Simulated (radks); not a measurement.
The numbers below are computed, except where a source is named.
Species: Cr2+. Configuration: [Ar] 3d2 4p2 (not the ground configuration).

Code: a radial shooting solver on a logarithmic mesh with Libxc functionals. Model: Dirac Kohn-Sham, BLYP, spin-unpolarised, spherical densities, finite nucleus; open shells are shared between the two j in proportion to 2j + 1; Fermi nuclear charge, rms radius 3.6452 fm.

Energy parts (hartree):
part                       energy
total                 -1048.97092
kinetic                1061.45272
electron-nucleus      -2475.47790
Hartree                 412.73540
exchange-correlation    -47.68114

Orbitals (lengths in bohr, moments of r in powers of bohr; <r^-3> diverges for s and p1/2; r(90%) holds 90 % of the orbital's charge):
\begin{tabular}{lrrrrrrr}
orbital & occ. & eigenvalue (hartree) & <r^-3> & <r> & r(90%) & <r^4> & small-component weight \\ \hline
1s1/2 & 2 & -217.5810 & - & 0.06355 & 0.113 & 0.00007592 & 7.42e-03 \\
2s1/2 & 2 & -26.02061 & - & 0.2931 & 0.455 & 0.01808 & 1.33e-03 \\
2p1/2 & 2 & -22.32117 & - & 0.2580 & 0.424 & 0.01380 & 1.31e-03 \\
2p3/2 & 4 & -22.00354 & 354.2 & 0.2609 & 0.428 & 0.01432 & 1.29e-03 \\
3s1/2 & 2 & -4.08518 & - & 0.8783 & 1.31 & 1.253 & 2.97e-04 \\
3p1/2 & 2 & -3.04164 & - & 0.9177 & 1.40 & 1.650 & 2.64e-04 \\
3p3/2 & 4 & -3.00064 & 46.01 & 0.9254 & 1.41 & 1.704 & 2.61e-04 \\
3d3/2 & 0.8 & -1.36207 & 4.369 & 1.052 & 1.74 & 4.065 & 1.83e-04 \\
3d5/2 & 1.2 & -1.35759 & 4.312 & 1.055 & 1.75 & 4.104 & 1.82e-04 \\
4p1/2 & 0.666667 & -0.65886 & - & 2.782 & 4.08 & 117.5 & 4.36e-05 \\
4p3/2 & 1.33333 & -0.65399 & 5.498 & 2.800 & 4.11 & 120.3 & 4.32e-05 \\
\end{tabular}

The highest occupied level is 4p3/2 at -17.796 eV. The electron density at the nucleus is 1.144e+04 e/bohr^3.
